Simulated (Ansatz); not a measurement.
Relaxation of ClH$_{7}$W (9 atoms, charge 0, multiplicity 1), to a largest force component of 0.03 eV/Å in at most 50 steps.

Method: RKS PBE0-D4/def2-SVP in Ansatz 0.2.0.

```xyz
9
Properties=species:S:1:pos:R:3
W -0.534 -0.535 0.323
H 0.024 -0.021 1.864
H 1.058 -0.181 0.243
H -0.159 1.048 0.221
H -1.608 0.438 -0.542
H 0.388 -1.621 -0.581
H 0.094 0.068 -1.071
Cl 1.907 2.071 0.949
H 1.311 1.318 1.867
```

Problem. Where does it end, and by what steps?

Solution. The forces met the threshold. The force dipped under the threshold on the way, but the program's further checks kept it going. After 13 steps the energy has fallen by 0.350 eV; Cl8 moved furthest, 0.85 Å.

```
step  energy less start (eV)  largest force component (eV/Å)  accepted
   0                  0.0000                           1.017       yes
   1                 -0.1742                           0.744       yes
   2                 -0.2590                           0.705       yes
   3                 -0.2997                           0.200       yes
   4                 -0.3189                           0.367       yes
   5                 -0.3314                           0.423       yes
   6                 -0.3316                           0.497       yes
   7                 -0.3317                           0.525       yes
   8                 -0.3333                           0.574       yes
   9                 -0.3419                           0.434       yes
  10                 -0.3500                           0.031       yes
  11                 -0.3500                           0.046       yes
  12                 -0.3503                           0.005       yes
  13                 -0.3503                           0.027       yes
```

```xyz
9
Properties=species:S:1:pos:R:3
W -0.586 -0.596 0.326
H 0.055 0.053 1.753
H 1.003 -0.204 0.175
H -0.214 0.998 0.171
H -1.718 0.314 -0.533
H 0.339 -1.718 -0.531
H -0.032 -0.039 -1.115
Cl 2.251 2.341 1.680
H 1.383 1.437 1.347
```

Whether the end is a true minimum wasn't checked by a vibrational analysis.

The run took 42 s on 1 thread of Intel(R) Xeon(R) Platinum 8488C (Sapphire Rapids), on a shared host, peak memory 0.18 GiB.
